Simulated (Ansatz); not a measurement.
CH9AsSi2 (`C[SiH2][SiH2][AsH2]`), relaxed with RKS PBE-D4/def2-SVP in the Gaussian-basis code of Ansatz from a rough embedded geometry. The force threshold is 0.03 eV/Å; the program also tests the step.

The species carries charge 0 and has multiplicity 1.

Start:

```xyz
13

C    -1.754   -0.267   -1.040
Si   -0.166    0.620   -1.121
Si    1.259   -0.348    0.268
As    0.503   -0.333    2.449
H    -1.678   -1.304   -1.291
H    -2.202   -0.202    0.041
H    -2.516    0.215   -1.693
H    -0.305    1.995   -0.703
H     0.322    0.504   -2.516
H     1.451   -1.796   -0.153
H     2.559    0.316    0.185
H     1.850   -0.676    3.030
H     0.678    1.277    2.543
```

```
step  energy (eV)  largest force (eV/Å)  largest move (Å)
   1  -77747.8810                 2.107             0.000
   2  -77748.3082                 0.948             0.168
   3  -77748.3521                 0.180             0.121
   4  -77748.3550                 0.261             0.057
   5  -77748.3622                 0.029             0.035
```

End:

```xyz
13

C    -1.859   -0.257   -1.025
Si   -0.188    0.625   -1.176
Si    1.379   -0.371    0.271
As    0.463   -0.336    2.490
H    -1.764   -1.324   -1.308
H    -2.234   -0.210    0.016
H    -2.616    0.209   -1.687
H    -0.328    2.079   -0.800
H     0.324    0.565   -2.594
H     1.561   -1.822   -0.101
H     2.725    0.303    0.185
H     1.832   -0.642    3.129
H     0.704    1.182    2.601
```

Run time 8 s (4 threads of an Arm Neoverse V2 on a shared host); peak host memory 0.18 GiB.
